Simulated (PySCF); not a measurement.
## Dipole response of Rh⁻ (rhodium, charge -1)

[Kr] 4d8 5s2, high-spin 3F determinant. All numbers are calculated (PySCF 2.14, scalar relativity through the core potential, in aug-cc-pVDZ-PP with ECP28MDF). Coupled (time-dependent) response in atomic units; α is the mean over directions. A double-zeta set is small for polarisabilities.

| method | mean α (bohr³) | C₆ (like pair) | S(−4) |
| --- | --- | --- | --- |
| wB97M-V | 286.9 | 4768 | 59990 |

S(−4) is the Cauchy moment in α(ω) = α(0) + S(−4) ω² + …

Spin-orbit coupling is absent.

α(iu) at wB97M-V:

```
u (hartree)  α(iu) (bohr³)
          0          286.9
     0.0500          193.0
      0.100          106.1
      0.200          45.07
      0.300          26.20
      0.500          13.71
      0.750          8.599
       1.00          6.224
       1.50          3.817
       2.00          2.584
       3.00          1.396
       5.00         0.5839
```

For an ion, C₆ is the dispersion term alone; charge-induced terms of lower order in 1/R come first.

Energies and moments cover only the electrons outside the core potential.
